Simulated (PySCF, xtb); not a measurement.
iodine monochloride (ClI), SMILES ICl.

Coordinates come from a B3LYP-D3(BJ)/def2-TZVP optimisation. The def2 effective core potentials stand for the cores of I; spin–orbit coupling is left out.

Computed with IEF-PCM-M06-2X/def2-TZVPD (PySCF).

The values are the electrostatic part of the solvation free energy, E(continuum) − E(gas) at the gas-phase geometry, in a cavity of scaled van der Waals radii (PySCF's table); cavitation and dispersion terms are not included. In vacuum the orbital gap is 6.39 eV. The dipole moment in vacuum is 1.29 D.

| solvent | ε | ΔG(elec) (kcal/mol) | dipole (D) | gap (eV) |
|---|---|---|---|---|
| water | 78.36 | -1.6 | 1.91 | 6.50 |
| acetone | 20.49 | -1.5 | 1.87 | 6.49 |
| n-hexane | 1.88 | -0.5 | 1.50 | 6.43 |

For comparison, GFN2-xTB/ALPB(water) (xtb, at the GFN2-xTB geometry, all terms of that model) gives -1.0 kcal/mol.
